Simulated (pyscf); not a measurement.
F–N•–F + F–SiH(F)–F → F–NH–F + F–Si•(F)–F, a hydrogen abstraction (doublet surface; H–Si broken, H–N formed). Optimised with ωB97X-D3(BJ)/def2-SVP in PySCF. Energies in kJ/mol from the separated reactants.

Small-basis levels: PySCF, no dispersion term, spherical d functions. AM1 to PM7: differences of heats of formation from MOPAC, which are fitted to 298 K values and so differ in kind from electronic energies by zero-point and thermal terms. Open shells are spin-unrestricted. 

```json
[
 {"level": "MP2/6-31G*", "barrier": "143.9", "reaction energy": "+105.4"},
 {"level": "PBE/6-31G*", "barrier": "83.7", "reaction energy": "+114.5"},
 {"level": "B3LYP/6-31G*", "barrier": "116.8", "reaction energy": "+122.4"},
 {"level": "B3LYP/def2-SVP", "barrier": "116.3", "reaction energy": "+111.2"},
 {"level": "PM3", "barrier": "35.7", "reaction energy": "-3.7"},
 {"level": "PM6", "barrier": "104.7", "reaction energy": "+82.3"},
 {"level": "PM7", "barrier": "113.0", "reaction energy": "+69.1"},
 {"level": "ωB97M-D3(BJ)/def2-TZVP", "barrier": "130.6", "reaction energy": "+108.4"}
]
```

Against the last row the barrier runs from -94.9 (PM3) to +13.3 kJ/mol (MP2/6-31G*). At PBE/6-31G*, B3LYP/6-31G* this geometry lies under one side, so the entry may be no barrier of that level: it is a single point on another level's saddle. ωB97M-D3(BJ)/def2-TZVP has limits of its own. One saddle was located; it need not be the lowest between these sides. The angle at the transferred H is 162°.
